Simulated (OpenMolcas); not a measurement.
## What dynamic correlation does to the levels of Se

| Quantity | Value |
| --- | --- |
| Program | OpenMolcas |
| Basis | ANO-RCC [9s8p6d4f2g] |
| Scalar Hamiltonian | DKH2, point nucleus |
| Active space | 4 electrons in 9 orbitals (RAS2 4p; RAS3 4d 5s, at most 1 electron) |
| State averaging | 2S+1 = 3 even, 3 roots; 2S+1 = 1 even, 6 roots; 2S+1 = 5 odd, 6 roots; 2S+1 = 3 odd, 11 roots; 2S+1 = 1 odd, 5 roots (0 in the spin-orbit step) |
| Spin-orbit coupling | RASSI with atomic mean-field integrals over the reference wave functions, term energies averaged over their components |

Methods on the same reference wave functions:
A. RASSCF
B. SS-RASPT2, IPEA 0.25 Eh, imaginary shift 0.1 Eh (closed shells correlated: 3d 4s)
C. MS-RASPT2, IPEA 0.25 Eh, imaginary shift 0.1 Eh (closed shells correlated: 3d 4s)

Energies in cm-1 above 4s2 4p4 3P2, the measured ground level; measured values from NIST Handbook of Basic Atomic Spectroscopic Data.

| Level | A | B | C | Measured |
| --- | --- | --- | --- | --- |
| 4s2 4p4 3P2 | 0.0 | 0.0 | 0.0 | 0.0 |
| 4s2 4p4 3P1 | 1821 | 1848 | 1848 | 1989 |
| 4s2 4p4 3P0 | 2441 | 2460 | 2460 | 2534 |
| 4s2 4p4 1D2 | 11796 | 9660 | 9660 | 9576 |
| 4s2 4p4 1S0 | 27809 | 26500 | 26500 | 22446 |
| 4s2 4p3 5s 5S* 2 | 59137 | 57270 | 57270 | 48182 |

Deviations, from unrounded energies. A percentage is the sum of absolute deviations over the sum of measured energies, with the sign that they share, or ± where signs differ.

```
                        Against measurement  Levels      A      B      C
             mean absolute deviation (cm-1)       5   3800   2700   2700
      fine structure of the ground term (%)       2   -5.8   -4.9   -4.9
other terms of the ground configuration (%)       2  +23.7  +12.9  +12.9
                   other configurations (%)       1  +22.7  +18.9  +18.9
```

B, C lie about equally close to measurement and A furthest from it. The largest miss of B in the table is 4s2 4p3 5s 5S* 2, by +9100 cm-1. The ranking rests on the paired levels alone, and a cruder setting can come out closer through cancelling errors.

Between B and C no level of the table moves by more than 5 cm-1.

The two smallest mean deviations differ by little beside CASPT2's spread within terms, so their order carries little weight.

From A to B the spin-free energies of the other terms of 4s2 4p4 shown, above 3P, scale by factors of 0.80 to 0.95.

The lowest spin-free term lies below A's lowest term by 0.326 hartree in B, 0.326 hartree in C.

CASPT2 breaks the degeneracy within a term, and the mean is taken; among the terms shown or strongly mixed into the levels shown the widest spread is 220 cm-1 (4s2 4p4 1D, C). Some high roots are left out of the spin-orbit mixing, which shifts the levels that they would mix with. ANO sets are built for valence states and can reach diffuse excited orbitals poorly, and with the s shell closed the s pⁿ⁺¹ terms that mix with these levels are absent. With the s shell closed, the reference lacks s² → p² mixing. Without dynamic correlation excited terms often stand tens of per cent too high (terms of higher spin than the ground term too low), and those without a measured partner can miss by more than the paired ones (holds for A). Some terms miss by over 15 % even with CASPT2, which points to a basis or an active space too small for the shells correlated (holds for B; C). Measured partners are found by configuration, term and J. A level has none where our copy of the source lacks it or the pairing is in doubt (some pairs that miss far off the trend of their configuration count as doubtful), and it then counts in no deviation. Levels of configurations outside the active space are missing. Levels that lie high or do not pair safely by name in every column are left out.

* marks odd parity.
